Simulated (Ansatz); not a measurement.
`COCCOCCOC`, charge 0, multiplicity 1.

Task: Give a relaxed structure at PBE0-D4/def2-TZVP (Ansatz 0.2.0). (Best estimate.)

Result: The calculation gave: 
Z-matrix (Å, degrees):
```
C
O 1 1.401
H 1 1.090 2 107.4
H 1 1.099 2 111.2 3 -119.0
H 1 1.098 2 112.6 3 119.4
C 2 1.411 1 113.4 3 179.1
C 6 1.517 2 114.4 1 82.7
H 6 1.094 2 106.6 1 -157.0
H 6 1.101 2 109.8 1 -40.4
O 7 1.407 6 114.4 2 78.8
H 7 1.094 6 108.2 2 -164.7
H 7 1.098 6 110.9 2 -47.6
C 10 1.408 7 117.1 6 -67.6
C 13 1.520 10 114.9 7 -54.8
H 13 1.093 10 104.6 7 -176.1
H 13 1.098 10 111.8 7 67.9
O 14 1.403 13 115.0 10 -45.2
H 14 1.103 13 107.3 10 -169.1
H 14 1.091 13 110.5 10 74.4
C 17 1.402 14 114.1 13 -60.0
H 20 1.100 17 111.4 14 -53.1
H 20 1.090 17 107.1 14 -171.8
H 20 1.096 17 112.0 14 69.1
```
This is one stationary point; other conformers may exist.
